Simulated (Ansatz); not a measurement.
C3H10Si2 can be A, `CC=C([SiH3])[SiH3]`, or B, `CC1([SiH3])C[SiH2]1`.

Isolated molecules relaxed with PBE0-D4/def2-TZVP in Ansatz; ΔE leaves out vibrations. CCSD(T)/CBS is the MP2 limit (def2-TZVPP, def2-QZVPP) plus CCSD(T) − MP2 in def2-TZVPP, frozen cores. DFT in def2-TZVPP. B3LYP here is the variant with VWN-RPA as its local correlation; programs differ in this.

Which is lower in electronic energy at CCSD(T)/CBS, and by how much? (Best estimate.)

The calculation gave: A, by 9.1 kcal/mol.

Give E(B) − E(A) in kcal/mol with PBE0-D4, CCSD/def2-TZVPP, PBE-D4, r2SCAN-D4, B3LYP, B2PLYP, HF/def2-TZVPP. (An estimate is asked.)

Ansatz gave: PBE0-D4 6.4, CCSD/def2-TZVPP 10.2, PBE-D4 7.0, r2SCAN-D4 7.7, B3LYP 12.6, B2PLYP 11.0, HF/def2-TZVPP 17.8. None reverses the order clearly.

Largest T1 diagnostic: 0.012.

In def2-TZVPP, CCSD(T) changes the Hartree–Fock value by −8.2 kcal/mol (the triples alone add −0.5 kcal/mol) and MP2 by −11.0 kcal/mol.
